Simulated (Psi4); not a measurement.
F$_{3}$Ti (SMILES [F][Ti]([F])[F]), doublet, at a GFN2-xTB geometry (such geometries of metal compounds can be far from the true shape); Psi4 with R2SCAN/6-31G*.

The Psi4 input:
```
memory 2 GB

molecule {
0 2
Ti    0.00000000   -0.00000000   -0.00000000
F    -1.44890707   -0.87306393    0.07165357
F     0.02042256    1.55241999   -0.67548625
F     1.42848452   -0.67935606    0.60383267
}

set {
  basis 6-31g*
  reference uks
  scf_type pk
  puream true
  d_convergence 1e-8
  dft_radial_points 99
  dft_spherical_points 590
}

energy('r2scan')
print_variables()
```

Question: What does Psi4 print? Leave out banner, timings and long lists.

Answer: 
```
   => Loading Basis Set <=

    Name: 6-31G*
    Role: ORBITAL
    Keyword: BASIS

         ---------------------------------------------------------
                                   SCF
               by Justin Turney, Rob Parrish, Andy Simmonett
                          and Daniel G. A. Smith
                              UKS Reference
         ---------------------------------------------------------

  ==> Geometry <==

    Molecular point group: c1
    Full point group: C1

    Geometry (in Angstrom), charge = 0, multiplicity = 2:

       Center              X                  Y                   Z               Mass
    ------------   -----------------  -----------------  -----------------  -----------------
         TI          -0.000000001810     0.000000000000     0.000000001810    47.947941980000
         F           -1.448907071810    -0.873063930000     0.071653571810    18.998403162730
         F            0.020422558190     1.552419990000    -0.675486248190    18.998403162730
         F            1.428484518190    -0.679356060000     0.603832671810    18.998403162730

  Running in c1 symmetry.

  Rotational constants: A =      0.20635  B =      0.20635  C =      0.10318 [cm^-1]
  Rotational constants: A =   6186.22340  B =   6186.22338  C =   3093.11170 [MHz]
  Nuclear repulsion =  229.498970957642854

  Charge       = 0
  Multiplicity = 2
  Electrons    = 49
  Nalpha       = 25
  Nbeta        = 24

  ==> Algorithm <==

  SCF Algorithm Type is PK.
  DIIS enabled.
  MOM disabled.
  Fractional occupation disabled.
  Guess Type is SAD.
  Energy threshold   = 1.00e-06
  Density threshold  = 1.00e-08
  Integral threshold = 1.00e-12

  ==> Primary Basis <==

  Basis Set: 6-31G*
    Blend: 6-31G*
    Number of shells: 30
    Number of basis functions: 76
    Number of Cartesian functions: 84
    Spherical Harmonics?: true
    Max angular momentum: 3

  ==> DFT Potential <==

   => LibXC <=

    Version 7.1.2
    S. Lehtola, C. Steigemann, M. J. T. Oliveira, and M. A. L. Marques,  SoftwareX 7, 1–5 (2018) (10.1016/j.softx.2017.11.002)

   => Composite Functional: R2SCAN <=

    r2SCAN Meta-GGA XC Functional  (0.1021/acs.jpclett.0c02405)
    J. W. Furness, A. D. Kaplan, J. Ning, J. P. Perdew, J. Sun  J. Phys. Chem. Lett.  11, 8208–8215, 2020

    Deriv               =              1
    GGA                 =           TRUE
    Meta                =           TRUE

    Exchange Hybrid     =          FALSE
    MP2 Hybrid          =          FALSE

   => Exchange Functionals <=

    1.0000   XC_MGGA_X_R2SCAN

   => Correlation Functionals <=

    1.0000   XC_MGGA_C_R2SCAN

   => LibXC Density Thresholds  <==

    XC_MGGA_C_R2SCAN:  1.00E-15
    XC_MGGA_X_R2SCAN:  1.00E-11

   => Molecular Quadrature <=

    Radial Scheme          =       TREUTLER
    Pruning Scheme         =           NONE
    Nuclear Scheme         =       TREUTLER

    Blocking Scheme        =         OCTREE
    BS radius alpha        =              1
    Pruning alpha          =              1
    Radial Points          =             99
    Spherical Points       =            590
    Total Points           =         226596
    Total Blocks           =           1728
    Max Points             =            256
    Max Functions          =             74
    Weights Tolerance      =       1.00E-15

  ==> Integral Setup <==

  Using in-core PK algorithm.
   Calculation information:
      Number of atoms:                   4
      Number of AO shells:              30
      Number of primitives:             88
      Number of atomic orbitals:        84
      Number of basis functions:        76

      Integral cutoff                 1.00e-12
      Number of threads:                 1

  Performing in-core PK
  Using 8564402 doubles for integral storage.
  We computed 96026 shell quartets total.
  Whereas there are 108345 unique shell quartets.

  ==> DiskJK: Disk-Based J/K Matrices <==

    J tasked:                  Yes
    K tasked:                   No
[...]

  SCF Guess: Superposition of Atomic Densities via on-the-fly atomic UHF (no occupation information).

   -------------------------
    Irrep   Nso     Nmo
   -------------------------
     A         76      76
   -------------------------
    Total      76      76
   -------------------------

  ==> Iterations <==

                        Total Energy        Delta E     RMS |[F,P]|

   @UKS iter SAD: -1147.97682327810799   -1.14798e+03   0.00000e+00
   @UKS iter   1: -1148.75446865941240   -7.77645e-01   1.07585e-02 DIIS/ADIIS
   @UKS iter   2: -1146.20670972315861    2.54776e+00   3.98398e-02 DIIS/ADIIS
   @UKS iter   3: -1148.90850428518706   -2.70179e+00   5.51571e-03 DIIS/ADIIS
   @UKS iter   4: -1148.96231211041231   -5.38078e-02   1.56514e-03 DIIS/ADIIS
   @UKS iter   5: -1148.96894871550376   -6.63661e-03   6.65569e-05 DIIS
   @UKS iter   6: -1148.96896086970128   -1.21542e-05   1.02647e-05 DIIS
   @UKS iter   7: -1148.96896123780539   -3.68104e-07   3.27872e-06 DIIS
   @UKS iter   8: -1148.96896123324427    4.56112e-09   4.64477e-06 DIIS
   @UKS iter   9: -1148.96896127896412   -4.57198e-08   7.62198e-07 DIIS
   @UKS iter  10: -1148.96896128064554   -1.68143e-09   6.64868e-08 DIIS
   @UKS iter  11: -1148.96896128065987   -1.43245e-11   8.12876e-09 DIIS
  Energy and wave function converged.

  ==> Post-Iterations <==

   Electrons on quadrature grid:
      Nalpha   =   25.0000031845 ; deviation = 3.185e-06
      Nbeta    =   24.0000032331 ; deviation = 3.233e-06
      Ntotal   =   49.0000064177 ; deviation = 6.418e-06

   @Spin Contamination Metric:   2.713206580E-03
   @S^2 Expected:                7.500000000E-01
   @S^2 Observed:                7.527132066E-01
   @S   Expected:                5.000000000E-01
   @S   Observed:                5.000000000E-01

    Orbital Energies [Eh]
    ---------------------

    Alpha Occupied:

[...]
      25A     -0.172215

    Alpha Virtual:

[...]
    Beta Occupied:

[...]
    Beta Virtual:

[...]
      76A      2.776128

    Final Occupation by Irrep:
              A
    DOCC [    24 ]
    SOCC [     1 ]
    NA   [    25 ]
    NB   [    24 ]

  @UKS Final Energy: -1148.96896128065987

   => Energetics <=

    Nuclear Repulsion Energy =            229.4989709576428538
    One-Electron Energy =               -2040.4653308431363712
    Two-Electron Energy =                 735.5156906421494796
    DFT Exchange-Correlation Energy =     -73.5182920373157032
    Empirical Dispersion Energy =           0.0000000000000000
    VV10 Nonlocal Energy =                  0.0000000000000000
    Total Energy =                      -1148.9689612806598689

  UHF NO Occupations:
  HONO-2 :   23  A 1.9997659
  HONO-1 :   24  A 1.9997190
  HONO-0 :   25  A 1.0000000
  LUNO+0 :   26  A 0.0002810
  LUNO+1 :   27  A 0.0002341
  LUNO+2 :   28  A 0.0002340
  LUNO+3 :   29  A 0.0002157

Computation Completed

Properties will be evaluated at   0.000000,   0.000000,   0.000000 [a0]

Properties computed using the SCF density matrix

 Multipole Moments:

 ------------------------------------------------------------------------------------
     Multipole            Electronic (a.u.)      Nuclear  (a.u.)        Total (a.u.)
 ------------------------------------------------------------------------------------

 L = 1.  Multiply by 2.5417464519 to convert [e a0] to [Debye]
 Dipole X            :         -0.0000188            0.0000000           -0.0000188
 Dipole Y            :          0.0000378           -0.0000000            0.0000378
 Dipole Z            :         -0.0000206           -0.0000000           -0.0000206
 Magnitude           :                                                    0.0000469

 ------------------------------------------------------------------------------------

  Variable Map:
  ----------------------------------------------------------------------------
[...]
  Array Variable Map:
  ----------------------------------------------------------------------------
[...]
[...]
```
